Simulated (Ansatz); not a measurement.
ClFGeH3Si+: where a starting geometry ends

The starting geometry of this gas-phase singlet was optimised with GFN2-xTB; its bonds are those of `F[SiH2][GeH+][Cl]`.

```yaml
atoms:
  - { symbol: Cl, position_ang: [1.3446, 0.2174, 1.5574] }
  - { symbol: F, position_ang: [-2.0958, -1.8520, -1.4599] }
  - { symbol: Ge, position_ang: [0.6293, -0.7231, -0.1327] }
  - { symbol: Si, position_ang: [-1.8701, -0.4835, -0.6951] }
  - { symbol: H, position_ang: [-1.9395, 0.6200, -1.6412] }
  - { symbol: H, position_ang: [-2.4971, -0.5542, 0.6182] }
  - { symbol: H, position_ang: [1.8799, -1.4867, -0.7400] }
```

Question: Where would you expect an optimisation with PBE0-D3(BJ)/pcseg-1 to take it?

Answer: It keeps its bonds, and is `F[SiH2][GeH+][Cl]`.

The energy falls by 0.15 eV over 13 steps:

```
step  E − E(last) (eV)
   1             0.151
   2             0.062
   4             0.012
   5             0.007
   6             0.004
   8             0.001
   9             0.001
  10             0.000
  12             0.000
  13             0.000
```

Final geometry (Å):

```json
{"atom": "Cl", "x (Å)": "1.3351", "y (Å)": "0.5915", "z (Å)": "1.2508"}
{"atom": "F", "x (Å)": "-2.0110", "y (Å)": "-1.7533", "z (Å)": "-1.7249"}
{"atom": "Ge", "x (Å)": "0.5795", "y (Å)": "-0.7964", "z (Å)": "-0.1169"}
{"atom": "Si", "x (Å)": "-1.7923", "y (Å)": "-0.5546", "z (Å)": "-0.6757"}
{"atom": "H", "x (Å)": "-1.8745", "y (Å)": "0.7845", "z (Å)": "-1.2980"}
{"atom": "H", "x (Å)": "-2.4826", "y (Å)": "-0.7770", "z (Å)": "0.6133"}
{"atom": "H", "x (Å)": "1.6972", "y (Å)": "-1.7569", "z (Å)": "-0.5418"}
```

Frequencies at the end are all real (lowest 31 cm⁻¹). Run with Ansatz 0.2.0, 110 s on 1 thread of AMD EPYC (Zen 3), on a shared host.
